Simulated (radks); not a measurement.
Question: Nb III, 39 electrons, occupied as [Kr] 4d3. All-electron calculation, scalar-relativistic Kohn-Sham, BLYP, spin-polarised, spherical densities, finite nucleus; open shells are filled with parallel spins first (spin-orbit coupling, left out, can overturn this in heavy ions); Fermi nuclear charge, rms radius 4.324 fm. Program: a radial shooting solver on a logarithmic mesh with Libxc functionals. Some entries of the table are withheld. Estimate them.

orbital  occ.  eigenvalue (eV)  <r> (bohr)
1s down     1        -18829.18     0.03609
1s up       1        -18829.17     0.03609
2s up       1        -2648.894      0.1581
2s down     1        -2648.596      0.1580
2p up       3        -2367.432      0.1377
2p down     3        -2367.210      0.1377
3s up       1        -456.2076      0.4434
3s down     1        -456.0428      0.4434
3p up       3        -364.2473      0.4460
3p down     3        -364.0640      0.4459
3d up       5        -213.8577      0.4331
3d down     5        -213.5770      0.4330
4s up       1         -76.3738         (1)
4s down     1         -74.6705         (2)
4p up       3         -52.4103       1.293
4p down     3         -50.5282       1.288
4d up       3              (3)       1.849
4d down     0              (4)       1.897

Answer: 
(1) 4s up <r> (bohr): 1.156
(2) 4s down <r> (bohr): 1.151
(3) 4d up eigenvalue (eV): -19.7450
(4) 4d down eigenvalue (eV): -17.8704
